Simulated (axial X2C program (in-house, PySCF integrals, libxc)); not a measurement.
DyOH⁺: a free-ion multiplet in an axial field

Computed with an axial X2C code built on PySCF integrals: two-component X2C with atomic mean-field Coulomb and Gaunt terms, basis Dy dyall-v3z, O dyall-v3z, H dyall-v3z (cores contracted in-house). Orbitals come from Hartree–Fock averaged over the configuration Dy f10 s0; CI then distributes these electrons over the f, s shells of Dy.

Dy–O–H held linear, bonds 2.028 and 0.950 Å (the second held).

Question: Which level do Hund's rules give for f10, how many Ω levels does it split into, and what is its Landé factor?

Answer: S = 2, L = 6, J = 8 (5I8). It gives Ω = 0 to 8, 9 levels. gJ = 3/2 + [S(S+1) − L(L+1)]/[2J(J+1)] = 1.250, so g∥ = 2gJΩ.

The computed levels compare thus:

| Ω | energy (cm⁻¹) | g∥ computed | 2gJΩ |
| --- | --- | --- | --- |
| 8 | 0 | 19.92 | 20.00 |
| 7 | 95 | 17.40 | 17.50 |
| 6 | 214 | 14.88 | 15.00 |
| 5 | 316 | 12.38 | 12.50 |
| 4 | 384 | 9.91 | 10.00 |
| 3 | 419 | 7.44 | 7.50 |
| 2 | 431 | 4.97 | 5.00 |
| 0 | 432 | 0.00 | 0.00 |
| 1 | 432 | 2.49 | 2.50 |

The 9 lowest levels are just these Ω; they span 432 cm⁻¹, the lowest has Ω = 8, and the next level lies at 3887 cm⁻¹. Departures of g∥ from 2gJΩ come from intermediate coupling and from mixing with the higher-lying level J − 1 of the term. The computed g∥ is the magnitude of 2⟨Lz + ge Sz⟩.

There is no dynamic correlation: spin–orbit spacings and, for f shells, spacings inside one term are the most reliable numbers, splittings between terms come out too wide, and energies between configurations are not reliable, so the lowest level need not be the ground state of the molecule. At most 4 roots were kept for each Ω > 0 (twice that for Ω = 0) within 2.2 eV of the lowest, so higher up levels can be missing between those listed; levels with Ω > 0 are doubly degenerate and listed once, Ω = 0 levels singly. States that fill the shells left empty in the average are placed too high. The molecule was held linear; bending was not examined.
